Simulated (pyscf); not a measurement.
# [H₃C–InH]• (SMILES [CH3][InH]), doublet

Gas-phase minimum from PySCF at ωB97X-D3(BJ)/def2-SVP, one conformer. Other isomers of [H₃C–InH]• were not searched in full and may lie lower. 

```xyz
6

C     -0.2721     0.3728    -0.5474
In     1.6278    -0.3115     0.2971
H     -0.5203     1.3593    -0.1234
H     -1.0620    -0.3390    -0.2561
H     -0.2382     0.4427    -1.6432
H      1.8411    -0.2761     2.0533
```
Charge 0, spin multiplicity 2.

Bond lengths (Å): C1–In2 2.189, C1–H3 1.102, C1–H4 1.102, C1–H5 1.099, In2–H6 1.770. Angles (°): In2–C1–H3 109.1, In2–C1–H4 108.5, In2–C1–H5 112.2, H3–C1–H4 108.4, H3–C1–H5 109.5, H4–C1–H5 109.1, C1–In2–H6 118.8.

Properties at ωB97X-D3(BJ)/def2-SVP:

- Harmonic wavenumbers, unscaled: 65, 412, 478, 593, 726, 1172, 1431, 1442, 1647, 3064, 3167, 3198 cm⁻¹
- Zero-point energy: 24.9 kcal/mol
- Rotational symmetry number: 1
- Entropy of this conformer at 298 K and 1 atm, rigid rotor and harmonic oscillator, modes under 100 cm⁻¹ raised to 100: 291.3 J/(mol K)
- Dipole moment: 0.64 D
- Spin expectation value S2: 0.754

Single-point totals, which compare only within one level (frozen core for MP2 and CC):

```json
[
 {"level": "ωB97X-D3(BJ)/def2-TZVP", "total energy (hartree)": "-230.70328"},
 {"level": "PBE/def2-TZVP", "total energy (hartree)": "-230.54929"},
 {"level": "r²SCAN/def2-TZVP", "total energy (hartree)": "-230.65380"},
 {"level": "B3LYP-D3(BJ)/def2-TZVP", "total energy (hartree)": "-230.69117"},
 {"level": "PBE0-D3(BJ)/def2-TZVP", "total energy (hartree)": "-230.55950"},
 {"level": "M06-2X/def2-TZVP", "total energy (hartree)": "-230.51325"},
 {"level": "ωB97M-D3(BJ)/def2-TZVP", "total energy (hartree)": "-230.64627"},
 {"level": "UHF/def2-TZVPP", "total energy (hartree)": "-229.37994"},
 {"level": "MP2/def2-TZVPP", "total energy (hartree)": "-229.83638"},
 {"level": "CCSD/def2-TZVPP", "total energy (hartree)": "-229.85394"},
 {"level": "CCSD(T)/def2-TZVPP", "total energy (hartree)": "-229.86897"}
]
```

Soft torsions are taken as harmonic, which can shift the entropy by several J/(mol K). The CCSD(T) − MP2 part came from Ansatz, without density fitting, on the same reference. The frozen core leaves the outer d or s,p core shells of the metals and heavy elements correlated in the MP2 and CC values, and def2-TZVPP describes them poorly, so these totals are far from the basis limit. Elements past Kr carry the def2 core potentials, without spin-orbit coupling.
